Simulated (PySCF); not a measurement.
Compound: C6H8F2O.
Z-matrix (Å and degrees, PBE0-D3(BJ)/def2-SVP geometry), rows numbered from 1:
```
F 
C   1  1.3319
F   2  1.3516  1  107.81
O   2  1.3537  1  107.58  3   119.54
C   4  1.3871  2  115.68  1   169.49
C   5  1.5280  4  122.94  2  -175.01
C   6  1.5483  5   73.35  4   179.95
C   5  1.5461  4  127.98  2   -57.20
C   5  1.5413  4  128.01  2    66.93
H   2  1.1065  1  109.77  3  -117.08
H   6  1.1002  5  116.29  4   -67.93
H   6  1.1005  5  116.47  4    67.78
H   7  1.0957  6  126.95  5  -179.90
H   8  1.1007  5  116.48  4   -64.49
H   8  1.1012  5  117.38  4    72.40
H   9  1.1001  5  116.80  4   -71.44
H   9  1.1001  5  116.27  4    64.34
```

Level: CAM-B3LYP/def2-SVPD in PySCF, non-relativistic, on one gas-phase PBE0-D3(BJ)/def2-SVP geometry that isn't relaxed in the solvent. The solvent is an IEF-PCM continuum (Bondi radii, 1.10 Å for H, scaled by 1.2). Only the electrostatic response of the medium enters.

Gas phase at CAM-B3LYP/def2-SVPD: HOMO -9.96 eV, LUMO 1.25 eV, dipole 3.17 D.

Task: What does the continuum do to the energy, the frontier levels and the dipole at CAM-B3LYP/def2-SVPD in cyclohexane and methanol?

Result: 
```tsv
solvent	ε	E(solvent) − E(gas) (kcal/mol)	polarisation term (kcal/mol)	distortion of the solute (kcal/mol)	HOMO (eV)	LUMO (eV)	dipole (D)
cyclohexane	2.017	-1.77	-1.88	0.11	-9.88	1.39	3.46
methanol	32.61	-4.53	-5.34	0.81	-9.81	1.53	3.93
```

Polarisation term: ½ Σ q·V over the induced surface charges. Distortion: the rise of the solute's own energy as its density leaves the gas-phase optimum. The atom shares or the degeneracy of the LUMO differ from the gas phase in methanol, so that column needn't follow one orbital. From cyclohexane to methanol the lowering changes by a factor 2.56, Onsager's factor (ε − 1)/(2ε + 1) by 2.36 and ε itself by 16.2.

Task: Which radius a makes the point-dipole formula ΔE = −[(ε − 1)/(2ε + 1)]·μ²/a³ give the value in methanol, with the gas-phase dipole?

Result: μ = 1.247 au and |ΔE| = 0.00722 Eh give a = 2.48 Å; the farthest nucleus lies 3.53 Å from the centroid of the nuclei, so such a sphere wouldn't even hold the nuclei. The formula assumes a rigid point dipole at the centre of a sphere.

Task: How does the static polarisability (CAM-B3LYP/def2-SVPD, frozen core, with the continuum's full static response) change?

Result: 
| medium | isotropic (au) | principal values (au) | ⟨r²⟩ of the electrons (bohr²) |
| --- | --- | --- | --- |
| gas | 71.8 | 67.9, 69.0, 78.4 | 1200.9 |
| cyclohexane | 79.8 | 76.1, 77.4, 86.0 | 1200.8 |
| methanol | 94.9 | 92.3, 94.0, 98.4 | 1200.7 |

The isotropic value in methanol is 1.32 times the gas-phase one; no cavity-field correction is applied. ⟨r²⟩ is taken about the centre of nuclear charge.
